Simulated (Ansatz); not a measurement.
`FC(F)(F)c1ccc(-c2ccc(-c3ccc(C(F)(F)F)o3)o2)o1`. Total charge 0; singlet. Geometry r2SCAN-D4/def2-SVP.

```xyz
29

F     0.256   -5.154    0.713
C    -0.987   -4.886    1.146
F    -1.372   -5.884    1.955
F    -1.784   -4.893    0.064
C    -1.056   -3.596    1.881
C    -1.423   -3.280    3.163
C    -1.278   -1.869    3.272
C    -0.830   -1.430    2.039
C    -0.504   -0.129    1.534
C    -0.526    1.129    2.107
C    -0.092    2.034    1.106
C     0.167    1.270   -0.016
C     0.626    1.592   -1.332
C     0.884    0.828   -2.453
C     1.319    1.738   -3.458
C     1.294    2.979   -2.878
C     1.630    4.334   -3.387
F     0.580    5.171   -3.324
F     2.622    4.906   -2.682
F     2.022    4.251   -4.666
O     0.876    2.904   -1.590
O    -0.082   -0.042    0.242
O    -0.695   -2.486    1.192
H    -1.755   -3.979    3.928
H    -1.476   -1.249    4.144
H    -0.820    1.365    3.128
H     0.021    3.113    1.183
H     0.769   -0.251   -2.530
H     1.615    1.514   -4.481
```

Single mean-field runs in def2-TZVP are fitted with def2-universal-jkfit.

**Question.** Estimate the orbital energies around the gap (eV) in Ansatz with PBE-D4/def2-SVP, PBE-D4/def2-TZVP, r2SCAN-D4/def2-TZVP, PBE0-D4/def2-SVP, PBE0-D4/def2-TZVP.

**Answer.** 
```tsv
orbital	PBE-D4/def2-SVP	PBE-D4/def2-TZVP	r2SCAN-D4/def2-TZVP	PBE0-D4/def2-SVP	PBE0-D4/def2-TZVP
HOMO−5	-7.79	-7.87	-8.16	-9.19	-9.19
HOMO−4	-7.55	-7.64	-7.92	-8.93	-8.93
HOMO−3	-7.48	-7.57	-7.86	-8.84	-8.85
HOMO−2	-7.40	-7.49	-7.77	-8.77	-8.76
HOMO−1	-6.44	-6.52	-6.72	-7.61	-7.59
HOMO	-5.10	-5.17	-5.29	-6.03	-6.00
LUMO	-2.59	-2.73	-2.69	-1.99	-2.06
LUMO+1	-1.57	-1.73	-1.61	-0.78	-0.88
LUMO+2	-0.63	-0.83	-0.62	0.31	0.17
LUMO+3	-0.32	-0.52	-0.28	0.67	0.51
LUMO+4	0.73	0.29	0.82	1.67	1.19
LUMO+5	1.22	0.74	1.28	2.24	1.67
```
